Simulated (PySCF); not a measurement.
Gas-phase reaction: ICl + SiH3Cl = SiH3I + 2 Cl

Computed with PySCF and rigid-rotor harmonic-oscillator thermochemistry at 1 bar. † marks an energy on the PBE0/def2-TZVP geometry and frequencies; other levels use their own. CCSD(T) freezes the core. Open shells (unrestricted): Cl (multiplicity 2); the rest are closed-shell singlets. Spin-orbit splitting is ignored; it lowers the true energy and changes the entropy of Cl. I: scalar-relativistic def2 core potential, no spin-orbit coupling. CCSD(T) isn't extrapolated to the basis-set limit.

PBE0/def2-SVP† gives ΔH°(298 K) = 326 kJ.

Problem. What do PBE/def2-SVP, CCSD(T)/def2-TZVPP†, M06-2X/def2-TZVP† give?

Solution. PBE/def2-SVP: 354 kJ; CCSD(T)/def2-TZVPP†: 327 kJ; M06-2X/def2-TZVP†: 352 kJ. For scale, ΔH°(298 K) is 326 kJ at this level, 360 kJ at ωB97M-V/def2-TZVP†, and runs from 194 to 443 kJ over the 18 levels computed.
